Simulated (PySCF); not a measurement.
C2HCl3, SMILES ClC=C(Cl)Cl.

Geometry: B3LYP-D3(BJ)/def2-SVP.

Two levels are set side by side: TDA-PBE/def2-SVPD (PySCF) and TDA-M06-2X/def2-SVPD (PySCF). Vertical, same geometry. The lowest singlet is HOMO→LUMO+1 97 % with PBE and HOMO→LUMO+1 78 % with the other functional; states are paired by order. Differences are taken from unrounded values.

```json
[
 {"quantity": "lowest singlet excitation (eV)", "TDA-M06-2X": "5.73", "TDA-PBE": "5.12", "TDA-PBE minus TDA-M06-2X": "-0.61"},
 {"quantity": "lowest triplet excitation (TDA) (eV)", "TDA-M06-2X": "4.03", "TDA-PBE": "3.69", "TDA-PBE minus TDA-M06-2X": "-0.34"},
 {"quantity": "first bright state (f over 0.05) (eV)", "TDA-M06-2X": "6.57", "TDA-PBE": "5.98", "TDA-PBE minus TDA-M06-2X": "-0.59"},
 {"quantity": "its oscillator strength", "TDA-M06-2X": "0.46", "TDA-PBE": "0.31", "TDA-PBE minus TDA-M06-2X": "-0.15"}
]
```

Functionals without exact exchange tend to place singlet excitations lower, as here. Differences between two approximate levels are no errors against the true value.

Rough cost on one machine, each run with all the roots and properties that it gave: TDA-M06-2X against TDA-PBE about 9 times.
